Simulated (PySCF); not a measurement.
SMILES [NH2][Ge]([NH2])([NH2])[Br], PBE0/def2-SVP optimised geometry.

```
11

N     -1.05    -1.22    -1.48
Ge    -0.45    -0.35     0.00
N     -1.05    -1.22     1.48
N      1.37    -0.35     0.00
Br    -1.24     1.87     0.00
H     -1.88    -0.83    -1.91
H     -0.33    -1.33    -2.19
H     -1.32    -0.62     2.26
H     -1.80    -1.87     1.28
H      1.80     0.50    -0.34
H      1.76    -0.60     0.91
```

Density from PBE0/def2-TZVP (PySCF) at that geometry.

Minimum of the electron density along straight lines between bonded atoms, close to the bond critical point (lines longer than 1.1 times the sum of covalent radii, or with two minima, are not listed):

| bond | length / Å | ρ at the minimum / e bohr⁻³ | ∇²ρ there / e bohr⁻⁵ | position (fraction from the first atom) |
|---|---|---|---|---|
| N1–Ge2 | 1.815 | 0.148 | 0.45 | 0.53 |
| Ge2–N3 | 1.815 | 0.148 | 0.45 | 0.47 |
| Ge2–N4 | 1.815 | 0.148 | 0.45 | 0.47 |
| Ge2–Br5 | 2.357 | (withheld) | (withheld) | 0.43 |
| N1–H6 | 1.016 | 0.331 | -1.60 | 0.74 |
| N1–H7 | 1.017 | 0.330 | -1.60 | 0.74 |
| N3–H8 | 1.016 | 0.331 | -1.60 | 0.74 |
| N3–H9 | 1.017 | 0.330 | -1.60 | 0.74 |
| N4–H10 | 1.016 | 0.331 | -1.60 | 0.74 |
| N4–H11 | 1.017 | 0.330 | -1.60 | 0.74 |

Problem. Complete the blanks.

Solution. 
- Ge2–Br5, ρ at the minimum / e bohr⁻³: 0.085
- Ge2–Br5, ∇²ρ there / e bohr⁻⁵: 0.05
